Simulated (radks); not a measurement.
Species: the osmium ion Os28+. Configuration: [Kr] 4d10 4f2. All-electron calculation, Dirac Kohn-Sham, relativistic LDA (MacDonald-Vosko exchange, VWN5 correlation), spin-unpolarised, spherical densities, finite nucleus; open shells fill j = l - 1/2 first; Fermi nuclear charge, rms radius 5.4126 fm. Program: a radial shooting solver on a logarithmic mesh with Libxc functionals.

Normalised radial functions P(r) = r R(r) (large component), r in bohr:

```
   r/bohr * 3d5/2, o 4p1/2, + 4d3/2 (the largest magnitude, 2.44, reaches the edge; | marks zero, & curves that meet)
 0.001759                             &
 0.002236                             &o
 0.002865                             &o
 0.003642                             &o
 0.004668                             &o
 0.005934                             & o
 0.007543                             & o
 0.009666                             &  o
  0.01229                             &   o
  0.01575                             +*   o
  0.02002                             |&     o
  0.02565                             |+*     o
  0.03261                             | + *   o
  0.04179                             |   + * o
  0.05312                             |     &   *
  0.06753                             |o      +     *
  0.08654                        o    |          +        *
     0.11                   o         |           +            *
    0.141                 o           |         +                *
   0.1792                     o       |    +                    *
   0.2297                         +   |  o                *
    0.292                +            |            *o
   0.3741          +                  |     *             o
   0.4756           +                 | *               o
   0.6046                 +           *          o
   0.7748                       +     *   o
    0.985                           + *o
    1.262                             &
```

3d5/2: eigenvalue -2888.1 eV, 0 radial nodes, <r> = 0.178 bohr, 90 % of the charge inside 0.275 bohr. 4p1/2: eigenvalue -1409.9 eV, 2 radial nodes at r = 0.0717, 0.218 bohr, <r> = 0.411 bohr, 90 % of the charge inside 0.592 bohr. 4d3/2: eigenvalue -1150.2 eV, 1 radial node at r = 0.206 bohr, <r> = 0.433 bohr, 90 % of the charge inside 0.635 bohr.
